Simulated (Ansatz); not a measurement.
Reaction (formal exchange of groups at the Si–C bond): `C[SiH2][SiH2]C=N` + `O[AsH2]` → `C[SiH2][SiH2][AsH2]` + `N=CO`

Calculated with Ansatz (gas phase, PBE0-D4/def2-TZVP geometries, no zero-point term in ΔE). CCSD(T)/CBS is the MP2 limit (def2-TZVPP, def2-QZVPP) plus CCSD(T) − MP2 in def2-TZVPP, frozen cores. This one scheme is used for every species. Functionals use def2-TZVPP. B3LYP here is the variant with VWN-RPA as its local correlation; programs differ in this. For As outer-core shells are correlated without core-valence functions, which leaves a few kJ/mol of doubt a bond. Scalar relativity is left out up to krypton. One conformer a species, not always the lowest.

| level | ΔE (eV) |
| --- | --- |
| PBE0-D4 | -0.99 |
| B3LYP-D4 | -0.82 |
| B2PLYP | -0.80 |
| r2SCAN | -0.96 |

**Question.** What does CCSD(T)/CBS give? (Best estimate.)

**Answer.** Computed: -0.79 eV. The listed levels differ from it by -0.20, -0.03, -0.01, -0.17 eV.

Largest T1 diagnostic among the species: 0.014.
